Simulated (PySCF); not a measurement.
Below is a simulated gas-phase F 1s photoelectron spectrum of `FC(F)=C(F)[SiH2][CH2][GeH3]`.

Every computed line was given a Gaussian of 0.8 eV full width at half maximum and an area set by the number of equivalent atoms; the highest printed point is 100. Theory: PySCF, delta-SCF UKS SCAN, pcX-2 on the ionised atom, pcseg-1 elsewhere, spin-free X2C.

| binding energy (eV) | intensity |
| --- | --- |
| 692.0 | 0 |
| 692.1 | 0 |
| 692.2 | 1 |
| 692.3 | 2 |
| 692.4 | 5 |
| 692.5 | 9 |
| 692.6 | 15 |
| 692.7 | 22 |
| 692.8 | 31 |
| 692.9 | 40 |
| 693.0 | 47 |
| 693.1 | 51 |
| 693.2 | 50 |
| 693.3 | 46 |
| 693.4 | 40 |
| 693.5 | 34 |
| 693.6 | 30 |
| 693.7 | 31 |
| 693.8 | 38 |
| 693.9 | 50 |
| 694.0 | 65 |
| 694.1 | 81 |
| 694.2 | 94 |
| 694.3 | 100 |
| 694.4 | 98 |
| 694.5 | 89 |
| 694.6 | 73 |
| 694.7 | 56 |
| 694.8 | 39 |
| 694.9 | 25 |
| 695.0 | 15 |
| 695.1 | 8 |
| 695.2 | 4 |
| 695.3 | 2 |
| 695.4 | 1 |
| 695.5 | 0 |

Task: Count the maxima, the lines and the sites behind this envelope.

Result: The curve has 2 maxima (at 693.1 and 694.3 eV). Under it lie 3 lines from 3 inequivalent fluorine sites. At this width some lines have no maximum of their own.

Task: Decompose the envelope and assign each component. Numbering: `[F:1][C:2]([F:3])=[C:4]([F:5])[SiH2:6][CH2:7][GeH3:8]`.

Result: 
```json
{"position (eV)": "693.13", "relative area": "1", "line": "F 1s", "atoms": "F5", "environment": "vinyl fluorine"}
{"position (eV)": "694.28", "relative area": "1", "line": "F 1s", "atoms": "F3", "environment": "vinyl fluorine"}
{"position (eV)": "694.38", "relative area": "1", "line": "F 1s", "atoms": "F1", "environment": "vinyl fluorine"}
```

Task: What are the centre and the root-mean-square width of the whole band?

Result: The area-weighted mean of the lines is 693.93 eV. Their own spread about it is 0.56 eV (rms) and each Gaussian has σ = 0.8/2.355 = 0.34 eV; the variances add, which gives 0.66 eV.

The listed F 1s values span 1.25 eV, from F5 (bonded to C) to F1 (bonded to C).

No satellites, vibrations or lifetime broadening are included. One conformer (not necessarily the lowest) at the PBE0-D3(BJ)/def2-SVP geometry, without solvent, vibrations or thermal averaging.

Conformer computed: `[F:1][C:2]([F:3])=[C:4]([F:5])[SiH2:6][CH2:7][GeH3:8]`: C2–C4–Si6–C7 50°, C4–Si6–C7–Ge8 178°.
